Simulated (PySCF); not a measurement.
OY, SMILES [O]=[Y] (connectivity only; charge and spin as stated), neutral, multiplicity 2. Atoms are numbered in the order given.

```xyz
2

Y      0.0000     0.0000    -0.3075
O      0.0000     0.0000     1.4990
```
Charge 0, spin multiplicity 2.

The structure is a stationary point at PBE-D3(BJ)/def2-TZVPD. The def2 effective core potentials stand for the cores of Y; spin–orbit coupling is left out.

Level of theory: PySCF with PBE/def2-TZVPD.

| Property | Value |
|---|---|
| total energy | -113.51755 hartree |
| point group | C∞v |
| α spin, highest occupied and lowest empty level | -3.96 and -2.27 eV |
| β spin, highest occupied and lowest empty level | -5.95 and -3.05 eV |
| dipole moment | 4.50 D |
| mean static polarisability | 126.8 bohr³ (18.78 Å³) |
| polarisability, principal values | 102.0, 139.1, 139.1 bohr³ |
| ⟨S²⟩ | 0.752 (pure state 0.75) |
